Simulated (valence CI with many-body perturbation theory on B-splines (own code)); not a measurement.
# Tl67+: calculated level list

Computed by configuration interaction combined with many-body perturbation theory (CI+MBPT): four valence electrons over a frozen Dirac-Fock core [Ne], radial functions for each j: 11 s, 11 p, 10 d, 8 f, 5 g, 2 h, with the one-electron correlation potential Σ1, the two-electron term Σ2, the three-electron term Σ3, Breit, model QED; selected CI, second order for the rest, scaled by the run's own slope (own B-spline code, finite nucleus).

The last digits are not significant, and no measured levels were compared; by estimate large intervals hold to a few tenths of a per cent, small ones and those within an open d or f shell to about a per cent. Among the levels kept, up to 580 cm⁻¹ of a level comes from second order outside the variational space, and about a tenth of that is noise between levels of different J, which matters for small intervals.

Levels 136 to 164 of 164, with energies above the lowest level, (3s^2 3p1/2^2) J=0. "Leading %" is the weight of the configuration and term that name the level; weights of strongly mixed levels are sums over their largest components and can fall short. In the jj column 3d3/2^4 stands for four electrons in 3d with j = 3/2.

```csv
No.,Configuration,Term,J,E (× 10³ cm⁻¹),Leading %,Leading jj,Second component
136,3s3p²3d,³D,3,18189,75,3s 3p3/2^2 3d5/2 (99 %),6 % 3s3p²3d ³F
137,3s3p²3d,³D,2,18206,31,3s 3p3/2^2 3d5/2 (95 %),29 % 3s3p²3d ³P
138,3s3p²3d,³F,4,18218,62,3s 3p3/2^2 3d5/2 (99 %),18 % 3s3p²3d ¹G
139,3s3p²3d,³D,3,18318,51,3s 3p3/2^2 3d5/2 (98 %),19 % 3s3p²3d ¹F
140,3s3p²3d,¹D,2,18323,45,3s 3p3/2^2 3d5/2 (98 %),27 % 3s3p²3d ³D
141,3s3p²3d,¹P,1,18442,35,3s 3p3/2^2 3d5/2 (97 %),30 % 3s3p²3d ³P
142,3p²3d²,³F,4,18457,31,3p1/2^2 3d5/2^2 (98 %),13 % 3p²3d² ⁵D
143,3p³3d,³F°,2,18520,41,3p1/2 3p3/2^2 3d3/2 (86 %),18 % 3p³3d ³D°
144,3p²3d²,³P,2,18549,21,3p1/2^2 3d5/2^2 (96 %),16 % 3p²3d² ³F
145,3s3p²3d,¹D,2,18555,36,3s 3p3/2^2 3d5/2 (94 %),25 % 3s3p²3d ³P
146,3p³3d,³D°,1,18565,41,3p1/2 3p3/2^2 3d3/2 (93 %),40 % 3p³3d ⁵D°
147,3p³3d,⁵D°,0,18614,50,3p1/2 3p3/2^2 3d3/2 (93 %),23 % 3p³3d ¹S°
148,3p³3d,³F°,3,18634,33,3p1/2 3p3/2^2 3d3/2 (92 %),28 % 3p³3d ³G°
149,3p³3d,³G°,4,18667,44,3p1/2 3p3/2^2 3d3/2 (89 %),34 % 3p³3d ¹G°
150,3p²3d²,³P,0,18792,61,3p1/2^2 3d5/2^2 (97 %),21 % 3p²3d² ¹S
151,3p³3d,⁵D°,2,18796,21,3p1/2 3p3/2^2 3d3/2 (80 %),19 % 3p³3d ³F°
152,3p³3d,³P°,1,18833,21,3p1/2 3p3/2^2 3d3/2 (51 %),16 % 3s3p3d² ⁵D°
153,3p³3d,³F°,2,18857,40,3p1/2 3p3/2^2 3d3/2 (70 %),11 % 3p³3d ¹D°
154,3p³3d,³D°,3,18868,18,3p1/2 3p3/2^2 3d3/2 (71 %),16 % 3p³3d ¹F°
155,3s3p3d²,⁵D°,0,19002,74,3s 3p3/2 3d3/2^2 (93 %),19 % 3s3p3d² ³P°
156,3p³3d,³D°,1,19033,15,3p1/2 3p3/2^2 3d3/2 (58 %),14 % 3p³3d ³S°
157,3s3p3d²,⁵F°,3,19056,22,3s 3p3/2 3d3/2^2 (82 %),15 % 3s3p3d² ⁵G°
158,3s3p3d²,⁵F°,2,19075,24,3s 3p3/2 3d3/2^2 (63 %),17 % 3s3p3d² ⁵D°
159,3s3p3d²,⁵D°,1,19101,23,3p1/2 3p3/2^2 3d3/2 (61 %),22 % 3p³3d ³D°
160,3s3p3d²,³F°,4,19101,27,3s 3p3/2 3d3/2^2 (87 %),22 % 3s3p3d² ³G°
161,3s3p3d²,³P°,2,19296,30,3s 3p3/2 3d3/2^2 (82 %),20 % 3s3p3d² ⁵P°
162,3s3p3d²,³D°,1,19393,40,3s 3p3/2 3d3/2^2 (80 %),13 % 3s3p3d² ¹P°
163,3s3p3d²,³F°,2,19424,45,3s 3p3/2 3d3/2^2 (86 %),13 % 3s3p3d² ¹D°
164,3s3p3d²,³G°,3,19467,44,3s 3p3/2 3d3/2^2 (82 %),14 % 3s3p3d² ¹F°
```

Where two levels of one J and parity lie close, their mixing, g and order are uncertain.
